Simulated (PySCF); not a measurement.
PySCF 2.14 output of a UHF calculation on a single atom or ion in cc-pVTZ-DK (4s3p2d1f, 30 functions), with the spin-free X2C one-electron Hamiltonian (Gaussian nucleus):

```
SCF conv_tol = 1e-09
number electrons alpha = 2  beta = 1
cycle= 1 E= -14.2797067308698  delta_E= -3.86e-10  |g|= 4.94e-06  |ddm|= 0.000134
converged SCF energy = -14.2797067308698  <S^2> = 0.75001544  2S+1 = 2.0000154
```

The run itself started from symmetry-adapted Hartree-Fock orbitals and held the occupation by maximum overlap, so the iterations belong to that start.

Problem. Which element, charge and spin multiplicity is this?

Solution. Be⁺ (beryllium, charge +1), multiplicity 2; the state was [He] 2s1, 2S determinant.
